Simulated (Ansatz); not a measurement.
System: difluoro(methyl)borane, CH$_{3}$BF$_{2}$, net charge 0, singlet state. 
Structure (B3LYP-D3(BJ)/def2-TZVP (Ansatz, a program for electronic structure) minimum search):
```
C
H 1 1.0887
H 1 1.0934 2 108.80
H 1 1.0936 2 108.72 3 115.04
B 1 1.5573 2 112.83 4 122.39
F 5 1.3269 1 122.80 2 -0.71
F 5 1.3282 6 115.79 1 179.94
```
Charge 0, spin multiplicity 1.

Quantity: vertical ionisation energy (to the doublet state of charge +1; each state is the SCF solution reached for its spin), in eV. Cores are frozen in the correlated levels unless marked. UHF or UKS for open shells. Spin-orbit coupling is left out. No relativistic terms. Basis-set limits of correlation are two-point, X^-3; Hartree-Fock from the larger set. The bracket is a focal-point correction in the basis named.

| level | program | vertical ionisation energy (eV) |
|---|---|---|
| r2SCAN/def2-TZVPD | Ansatz | 12.65 |

Question: What does RI-MP2/CBS(aug-cc-pVTZ,aug-cc-pVQZ)+[CCSD(T)-MP2]/aug-cc-pVTZ (Ansatz) give?

Answer: 13.38 eV
